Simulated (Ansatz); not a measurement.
Calculated with Ansatz (gas phase, PBE0-D4/def2-TZVP geometries, no zero-point term in ΔE). CBS: MP2 limit from def2 TZ/QZ plus the TZ coupled-cluster correction, frozen cores. DFT in def2-TZVPP. For Se outer-core shells are correlated without core-valence functions, which leaves a few kJ/mol of doubt a bond. Scalar relativity is left out up to krypton. Each species was taken in one conformer, which may not be the lowest.

`CC(C)[CH2][AlH2]` + `C[SeH]` → `C[Se][AlH2]` + `CC(C)C`  (ligand exchange at the Al–C bond)

`CC(C)[CH2][AlH2]`:

Z-matrix (Å, degrees):
```
C
C 1 1.523
H 1 1.096 2 111.6
H 1 1.093 2 111.7 3 120.0
H 1 1.095 2 110.6 3 -120.1
C 2 1.523 1 110.6 3 -175.4
C 2 1.530 1 110.6 3 60.1
H 2 1.098 1 107.5 3 -58.0
H 6 1.094 2 111.6 1 57.7
H 6 1.093 2 111.2 1 178.3
H 6 1.095 2 110.5 1 -62.2
Al 7 1.959 2 115.7 1 -61.4
H 7 1.101 2 110.0 1 177.0
H 7 1.099 2 109.7 1 62.6
H 12 1.591 7 120.8 2 159.8
H 12 1.593 7 120.2 2 -22.2
```

`C[SeH]`:

Cartesian coordinates in Å:
```
C 0.453 -0.278 -0.127
Se -0.874 0.483 1.082
H -0.008 -1.005 -0.792
H 1.182 -0.781 0.507
H 0.949 0.507 -0.693
H -1.701 1.074 0.023
```

`C[Se][AlH2]`:

Z-matrix (Å, degrees):
```
C
Se 1 1.964
H 1 1.088 2 108.2
H 1 1.088 2 108.2 3 119.2
H 1 1.088 2 110.5 3 -120.4
Al 2 2.299 1 99.2 3 120.0
H 6 1.585 2 117.3 1 0.1
H 6 1.581 2 118.0 1 -179.9
```

`CC(C)C`:

```xyz
14

C     0.143    0.445   -1.372
C    -0.184    0.343    0.111
C     1.084    0.203    0.940
C    -1.140   -0.810    0.379
H    -0.762    0.576   -1.971
H     0.807    1.289   -1.576
H     0.643   -0.464   -1.720
H    -0.683    1.273    0.412
H     1.620   -0.715    0.673
H     0.860    0.157    2.009
H     1.764    1.043    0.774
H    -1.403   -0.873    1.439
H    -0.683   -1.764    0.094
H    -2.066   -0.702   -0.191
```

CCSD(T)/CBS gives -139.7 kJ/mol.

Task: Another level gave -141.6 kJ/mol. Which?
A. r2SCAN/def2-TZVPP
B. HF/def2-TZVPP
C. RPA@PBE/def2-TZVPP
D. CAM-B3LYP/def2-TZVPP

Result: A. r2SCAN -141.6, CAM-B3LYP -136.1, RPA@PBE/def2-TZVPP -132.1, HF/def2-TZVPP -147.3 kJ/mol.

Largest T1 diagnostic among the species: 0.010.

In def2-TZVPP, CCSD(T) changes the Hartree–Fock value by +10.3 kJ/mol (the triples alone add +0.3 kJ/mol) and MP2 by +7.1 kJ/mol. Leaving LDA and LC-ωPBE aside and taking each functional with its dispersion term where it has one, the values, not all of them listed here, spread over 8.3 kJ/mol, from r2SCAN0-D4 to ωB97M-V. LDA lies +4.6 kJ/mol from PBE without D4. From BLYP to BHLYP (50 % exact exchange), in def2-TZVPP and without D4, ΔE moves by −4.7 kJ/mol.
